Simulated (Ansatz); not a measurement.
`CN(C)c1ccc(-c2ccc(-c3ccc(-c4ccc(-c5ccc(-c6ccc(C#N)[te]6)[te]5)[te]4)[te]3)[te]2)[te]1` with charge +1, relaxed as a doublet with UKS r2SCAN-D4/def2-SVP in Ansatz, starting from the r2SCAN-D4/def2-SVP geometry of the neutral singlet. Force threshold 0.03 eV/Å.

In the def2 sets Te takes a core potential; there is no spin–orbit coupling. Single mean-field runs in def2-SVP are fitted with def2-universal-jkfit.

Start:

```xyz
53

C    -7.654   -3.250    8.716
N    -7.689   -3.715    7.343
C    -8.686   -4.663    6.900
C    -6.750   -3.255    6.478
C    -5.724   -2.354    6.754
C    -4.851   -2.006    5.698
C    -5.013   -2.545    4.432
C    -4.246   -2.318    3.259
C    -4.411   -2.863    1.989
C    -3.530   -2.503    0.949
C    -2.500   -1.601    1.202
C    -1.523   -1.124    0.278
C    -1.398   -1.461   -1.070
C    -0.364   -0.885   -1.833
C     0.524    0.009   -1.242
C     1.620    0.690   -1.831
C     2.501    1.584   -1.228
C     3.536    2.161   -1.988
C     3.671    1.833   -3.333
C     4.639    2.303   -4.259
C     4.773    1.975   -5.605
C     5.810    2.555   -6.361
C     6.688    3.447   -5.759
C     7.789    4.134   -6.345
C     8.665    5.025   -5.734
C     9.705    5.608   -6.490
C     9.818    5.268   -7.828
C    10.778    5.737   -8.740
N    11.568    6.115   -9.517
Te    8.322    3.904   -8.375
Te    6.153    3.678   -3.728
Te    2.155    0.456   -3.863
Te   -0.006    0.242    0.790
Te   -2.587   -1.010    3.224
Te   -6.680   -3.858    4.457
H    -8.476   -3.708    9.279
H    -7.764   -2.151    8.768
H    -6.701   -3.518    9.206
H    -9.359   -4.911    7.731
H    -9.299   -4.248    6.077
H    -8.221   -5.603    6.544
H    -5.591   -1.926    7.750
H    -4.033   -1.298    5.881
H    -5.226   -3.573    1.801
H    -3.656   -2.930   -0.051
H    -2.098   -2.164   -1.533
H    -0.254   -1.140   -2.894
H     2.385    1.836   -0.167
H     4.235    2.867   -1.523
H     4.074    1.270   -6.070
H     5.925    2.303   -7.423
H     8.547    5.271   -4.673
H    10.412    6.312   -6.040
```

Q: Estimate the energy that the relaxation releases and the steps that it takes.

A: 0.08 eV, in 4 steps; 51 s on 2 threads of AMD EPYC 7R13 on a shared host and a share (18 GiB) of an NVIDIA H100 80GB HBM3. No frequencies were taken in this run, so the end may be a saddle point.

Q: Does the start keep its bonding and symmetry?

A: By distances, no bond broke or formed. The bond that changes most is C5–C6, from 1.41 to 1.39 Å (atoms count from 1). Point group Cs at the start, Cs at the end, both within 0.05 Å.

Q: Predict the relaxed structure.

A: 
```xyz
53

C    -7.640   -3.251    8.680
N    -7.661   -3.713    7.296
C    -8.666   -4.663    6.852
C    -6.736   -3.259    6.436
C    -5.704   -2.347    6.729
C    -4.837   -1.995    5.694
C    -4.997   -2.539    4.412
C    -4.221   -2.296    3.270
C    -4.380   -2.840    1.981
C    -3.504   -2.474    0.962
C    -2.465   -1.564    1.238
C    -1.498   -1.092    0.326
C    -1.392   -1.441   -1.037
C    -0.372   -0.884   -1.805
C     0.531    0.021   -1.220
C     1.613    0.682   -1.826
C     2.501    1.586   -1.223
C     3.526    2.155   -1.980
C     3.654    1.817   -3.336
C     4.620    2.291   -4.250
C     4.753    1.959   -5.602
C     5.785    2.536   -6.354
C     6.663    3.433   -5.740
C     7.764    4.113   -6.331
C     8.636    5.007   -5.716
C     9.673    5.590   -6.470
C     9.779    5.238   -7.808
C    10.737    5.707   -8.725
N    11.523    6.082   -9.505
Te    8.290    3.882   -8.361
Te    6.133    3.666   -3.715
Te    2.138    0.442   -3.861
Te    0.024    0.275    0.817
Te   -2.565   -0.981    3.260
Te   -6.663   -3.859    4.418
H    -8.467   -3.716    9.228
H    -7.757   -2.156    8.730
H    -6.693   -3.527    9.172
H    -9.340   -4.908    7.681
H    -9.270   -4.238    6.031
H    -8.194   -5.599    6.501
H    -5.579   -1.925    7.729
H    -4.021   -1.287    5.886
H    -5.193   -3.548    1.780
H    -3.623   -2.893   -0.041
H    -2.098   -2.144   -1.487
H    -0.275   -1.146   -2.865
H     2.391    1.844   -0.164
H     4.225    2.862   -1.520
H     4.057    1.253   -6.071
H     5.901    2.285   -7.414
H     8.516    5.260   -4.656
H    10.377    6.300   -6.027
```
Bond lengths: 24 × C–C 1.39 to 1.42 Å; 12 × C–Te 2.09 to 2.13 Å; 4 × C–N 1.17 to 1.46 Å; 18 × C–H 1.09 to 1.11 Å.
